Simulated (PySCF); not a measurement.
Species: C5H3FOP2.
Bonds: O1–C2 (double), C2–C3, C3–P4 (aromatic), P4–C5 (aromatic), C5–P6 (aromatic), P6–C7 (aromatic), C7–C8 (aromatic), C8–F9, C3–C8 (aromatic). Hydrogens: H10 on C2; H11 on C5; H12 on C7.

Method used: PBE0-D3(BJ)/def2-SVP geometry optimisation, gas phase in PySCF 2.14.0.

**Question.** List the bond lengths, angles and torsions at this level.

**Answer.** 
```
  bond  length (pm)     order
 O1=C2        120.6    double
 C2–C3        148.7    single
 C3–P4        175.5  aromatic
 P4–C5        172.2  aromatic
 C5–P6        173.2  aromatic
 P6–C7        172.8  aromatic
 C7–C8        138.9  aromatic
 C8–F9        133.7    single
 C3–C8        139.8  aromatic
C2–H10        111.4    single
C5–H11        109.8    single
C7–H12        109.5    single
```

Orders are formal, as drawn. A selection of angles:
```
   angle  degrees
O1–C2–C3    123.2
C2–C3–P4    114.8
C2–C3–C8    119.1
P4–C3–C8    126.0
C3–P4–C5    103.2
P4–C5–P6    132.4
C5–P6–C7    102.8
P6–C7–C8    127.8
C7–C8–F9    115.4
C3–C8–C7    127.9
C3–C8–F9    116.7
```

Torsions: O1–C2–C3–P4 -3° (synperiplanar). The mirror-image conformer, all signs reversed, is as good.

The 6-membered ring C3–P4–C5–P6–C7–C8 has internal angles of 102.8° to 132.4°; it is planar, 0.00 Å rms from its mean plane, widest ring torsion 0°. The 9 heavy atoms lie in one plane (0.015 Å rms). The 4 C–P bonds span 1.722 Å (P4–C5, aromatic) to 1.755 Å (C3–P4, aromatic), a spread of 0.033 Å. Of the pairs four or more bonds apart, F9···H10 is among the closest relative to their van der Waals radii: 2.32 Å, 87 % of the sum of Bondi's values. P6 (phosphorus bonded to 2 C) is bent (angle 102.8°). The C–C distances run from 1.389 Å (C7–C8, aromatic) to 1.487 Å (C2–C3, drawn single), a spread of 0.098 Å.

Point group: near Cs, missed by 0.13 Å at most; the miss may be what the optimiser left on a soft mode. No PBE0-D3(BJ)/def2-SVP frequencies stand behind this structure, so it isn't proved a minimum. One conformer, not necessarily the lowest.

The run took 85 s wall on one thread, Arm Neoverse V2 (aarch64), no GPU, shared host with 96 logical CPUs at a one-minute load of 29, and the process peaked at 0.59 GiB of memory. This is the geometry optimisation.
